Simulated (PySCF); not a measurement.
H$_{2}$BN, charge +1, doublet, geometry from GFN2-xTB (a state made from the parent by changing its charge; the spin is typed, not shown lowest); PySCF with CCSD(T)/STO-3G.

The PySCF input:
```python
from pyscf import gto, scf, cc

mol = gto.Mole()
mol.atom = '''
    B     0.69541291   -0.01491515    0.14279803
    N    -0.54762335   -0.00554107   -0.02815933
    H     1.84396603    0.06106689   -0.11197348
    H    -1.48766710    0.05229634   -0.40490136
'''
mol.basis = 'sto-3g'
mol.charge = 1
mol.spin = 1
mol.verbose = 4
mol.build()

mf = scf.UHF(mol)
mf.kernel()

mycc = cc.CCSD(mf, frozen=2)
mycc.kernel()
et = mycc.ccsd_t()
print('E(CCSD(T)) = %.10f' % (mycc.e_tot + et))
```

Q: What does PySCF print? Leave out banner, timings and long lists.

A: 
```
PySCF version 2.14.0

[INPUT] verbose = 4
[INPUT] num. atoms = 4
[INPUT] num. electrons = 13
[INPUT] charge = 1
[INPUT] spin (= nelec alpha-beta = 2S) = 1
[INPUT] symmetry False subgroup None
[INPUT] Mole.unit = angstrom
[INPUT] Symbol           X                Y                Z      unit          X                Y                Z       unit  Magmom
[INPUT]  1 B      0.695412910000  -0.014915150000   0.142798030000 AA    1.314139943387  -0.028185548607   0.269849167827 Bohr   0.0
[INPUT]  2 N     -0.547623350000  -0.005541070000  -0.028159330000 AA   -1.034858150917  -0.010471104737  -0.053213421551 Bohr   0.0
[INPUT]  3 H      1.843966030000   0.061066890000  -0.111973480000 AA    3.484590779702   0.115399697379  -0.211599210414 Bohr   0.0
[INPUT]  4 H     -1.487667100000   0.052296340000  -0.404901360000 AA   -2.811283383526   0.098825759917  -0.765152677864 Bohr   0.0

nuclear repulsion = 23.5372493946046
number of shells = 8
number of NR pGTOs = 36
number of NR cGTOs = 12
basis = sto-3g
ecp = {}

******** <class 'pyscf.scf.uhf.UHF'> ********
method = UHF
initial guess = minao
damping factor = 0
level_shift factor = 0
DIIS = <class 'pyscf.scf.diis.CDIIS'>
diis_start_cycle = 1
diis_space = 8
diis_damp = 0
SCF conv_tol = 1e-09
SCF conv_tol_grad = None
SCF max_cycles = 50
direct_scf = True
direct_scf_tol = 1e-13
number electrons alpha = 7  beta = 6
Set gradient conv threshold to 3.16228e-05
init E= -79.3084572190001

cycle= 1 E= -78.9240097164306  delta_E= 0.384  |g|= 0.17  |ddm|= 1.79
cycle= 2 E= -78.9494174758621  delta_E= -0.0254  |g|= 0.0463  |ddm|= 0.271
cycle= 3 E= -78.9521044910956  delta_E= -0.00269  |g|= 0.017  |ddm|= 0.0933
cycle= 4 E= -78.952557375493  delta_E= -0.000453  |g|= 0.0104  |ddm|= 0.0301
cycle= 5 E= -78.9528959996567  delta_E= -0.000339  |g|= 0.00506  |ddm|= 0.0368
cycle= 6 E= -78.9530124117706  delta_E= -0.000116  |g|= 0.00264  |ddm|= 0.0264
cycle= 7 E= -78.9530533871255  delta_E= -4.1e-05  |g|= 0.000694  |ddm|= 0.0209
cycle= 8 E= -78.9530554768405  delta_E= -2.09e-06  |g|= 0.000163  |ddm|= 0.00522
cycle= 9 E= -78.9530555410997  delta_E= -6.43e-08  |g|= 5.69e-05  |ddm|= 0.000512
cycle= 10 E= -78.9530555502504  delta_E= -9.15e-09  |g|= 1.43e-05  |ddm|= 0.000182
cycle= 11 E= -78.9530555508285  delta_E= -5.78e-10  |g|= 3.73e-06  |ddm|= 4.91e-05
Extra cycle  E= -78.9530555508503  delta_E= -2.18e-11  |g|= 2.12e-06  |ddm|= 5.44e-06
converged SCF energy = -78.9530555508503  <S^2> = 0.76755508  2S+1 = 2.0174787

******** <class 'pyscf.cc.uccsd.UCCSD'> ********
CC2 = 0
CCSD nocc = (np.int64(5), np.int64(4)), nmo = (10, 10)
frozen orbitals 2
max_cycle = 50
direct = 0
conv_tol = 1e-07
conv_tol_normt = 1e-06
diis_space = 6
diis_start_cycle = 0
diis_start_energy_diff = 1e+09
Init t2, MP2 energy = -0.0724428484684028
Init E_corr(UCCSD) = -0.0724428484732381
cycle = 1  E_corr(UCCSD) = -0.0840950123828449  dE = -0.0116521639  norm(t1,t2) = 0.0716751
cycle = 2  E_corr(UCCSD) = -0.0899287709968395  dE = -0.00583375861  norm(t1,t2) = 0.0279946
cycle = 3  E_corr(UCCSD) = -0.0941561611947145  dE = -0.0042273902  norm(t1,t2) = 0.0158739
cycle = 4  E_corr(UCCSD) = -0.0943358691814574  dE = -0.000179707987  norm(t1,t2) = 0.00541966
cycle = 5  E_corr(UCCSD) = -0.0944490808910334  dE = -0.00011321171  norm(t1,t2) = 0.0035518
cycle = 6  E_corr(UCCSD) = -0.0945558515530885  dE = -0.000106770662  norm(t1,t2) = 0.00143522
cycle = 7  E_corr(UCCSD) = -0.094556632405563  dE = -7.80852475e-07  norm(t1,t2) = 0.000399128
cycle = 8  E_corr(UCCSD) = -0.0945631855696965  dE = -6.55316413e-06  norm(t1,t2) = 0.000198571
cycle = 9  E_corr(UCCSD) = -0.0945630485550882  dE = 1.37014608e-07  norm(t1,t2) = 0.000108559
cycle = 10  E_corr(UCCSD) = -0.0945605036419986  dE = 2.54491309e-06  norm(t1,t2) = 5.72462e-05
cycle = 11  E_corr(UCCSD) = -0.0945585620729989  dE = 1.941569e-06  norm(t1,t2) = 2.34468e-05
cycle = 12  E_corr(UCCSD) = -0.094558621318572  dE = -5.92455731e-08  norm(t1,t2) = 1.15164e-05
cycle = 13  E_corr(UCCSD) = -0.0945591295271852  dE = -5.08208613e-07  norm(t1,t2) = 6.06041e-06
cycle = 14  E_corr(UCCSD) = -0.0945593599780003  dE = -2.30450815e-07  norm(t1,t2) = 3.4984e-06
cycle = 15  E_corr(UCCSD) = -0.0945593686070623  dE = -8.62906203e-09  norm(t1,t2) = 1.32862e-06
cycle = 16  E_corr(UCCSD) = -0.0945593709502574  dE = -2.34319504e-09  norm(t1,t2) = 3.85123e-07
UCCSD converged
E(UCCSD) = -79.04761492180056  E_corr = -0.09455937095025736
UCCSD(T) correction = -0.00291452488422255
E(CCSD(T)) = -79.0505294467
```
